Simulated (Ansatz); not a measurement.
`BS[SiH3]` + `B[N]1[CH2][AlH]1` → `[SiH3][N]1[CH2][AlH]1` + `BSB`  (redistribution)

Isolated molecules relaxed with PBE0-D4/def2-TZVP in Ansatz; ΔE leaves out vibrations. CBS: MP2 limit from def2 TZ/QZ plus the TZ coupled-cluster correction, frozen cores. Functionals use def2-TZVPP. B3LYP here is the variant with VWN-RPA as its local correlation; programs differ in this.

(1) Is it downhill or uphill in electronic energy at CCSD(T)/CBS, and by how much? (Best estimate.)

(2) What do these levels give: PBE-D4, B3LYP-D4, ωB97X-V, B2PLYP, MP2/def2-QZVPP, SCS-MP2/def2-QZVPP? (Best estimate.)

(3) What do rigid-rotor, harmonic-oscillator terms from PBE0-D4/def2-TZVP frequencies (298.15 K, 1 bar) make of the CCSD(T)/CBS value? (Estimate.)

Largest T1 diagnostic among the species: 0.014.

## Answers

(1) Computed: Uphill: ΔE = +11.7 kcal/mol.

(2) The calculation gave: PBE-D4 14.7, B3LYP-D4 13.1, ωB97X-V 12.4, B2PLYP 12.4, MP2/def2-QZVPP 11.4, SCS-MP2/def2-QZVPP 11.1 kcal/mol.

(3) The calculation gave: ΔZPE = -0.3 kcal/mol, ΔH = +11.5 kcal/mol, ΔS = -10 J/(mol·K), ΔG = +12.2 kcal/mol.

At CCSD(T), def2-SVP lies +1.8 kcal/mol from the extrapolated value and def2-TZVPP +0.0 kcal/mol. From BLYP to BHLYP (50 % exact exchange), in def2-TZVPP and without D4, ΔE moves by −1.7 kcal/mol.
